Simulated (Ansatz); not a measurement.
Gas-phase reaction R1 + R2 → P1 + P2, each structure at its B3LYP-D3(BJ)/def2-TZVP stationary point, reached from a drawn start (curvature not checked).
R1: Cl atom, charge 0, multiplicity 2.
P1: H atom, charge 0, multiplicity 2.
R2: H2 (SMILES [H][H]), charge 0, multiplicity 1.
P2, HCl (SMILES Cl) (charge 0, multiplicity 1):
```xyz
2

Cl     0.0000     0.0000     0.6410
H      0.0000     0.0000    -0.6410
```

P less R. No zero-point or thermal terms; singlets are restricted closed shells; open shells are unrestricted; no spin–orbit coupling.

Cores are frozen in the correlated methods. CBS(a, b) extrapolates the correlation energy as X⁻³ and adds the Hartree–Fock energy of set b.

The values were computed with Ansatz (Gaussian orbitals). All values are computed, each at the level named.

```json
[
 {"level": "revPBE/def2-TZVPPD", "reaction energy (meV)": "54.5"},
 {"level": "r2SCAN/def2-TZVPPD", "reaction energy (meV)": "50.8"},
 {"level": "CAM-B3LYP/def2-TZVPPD", "reaction energy (meV)": "166.3"},
 {"level": "wB97X-V/def2-TZVPPD", "reaction energy (meV)": "58.6"},
 {"level": "SCS-MP2/aug-cc-pV(D+d)Z", "reaction energy (meV)": "37.4"},
 {"level": "SCS-MP2/aug-cc-pV(Q+d)Z", "reaction energy (meV)": "69.1"},
 {"level": "CCSD/aug-cc-pV(T+d)Z", "reaction energy (meV)": "…"},
 {"level": "CCSD(T)/aug-cc-pV(T+d)Z", "reaction energy (meV)": "…"},
 {"level": "CCSD(T)/CBS(aug-cc-pV(T+d)Z, aug-cc-pV(Q+d)Z)", "reaction energy (meV)": "…"}
]
```

Question: What belongs in the gaps?

Answer: 
- CCSD/aug-cc-pV(T+d)Z, reaction energy (meV): 200.2
- CCSD(T)/aug-cc-pV(T+d)Z, reaction energy (meV): 135.5
- CCSD(T)/CBS(aug-cc-pV(T+d)Z, aug-cc-pV(Q+d)Z), reaction energy (meV): 87.1

Ansatz is an electronic-structure program.
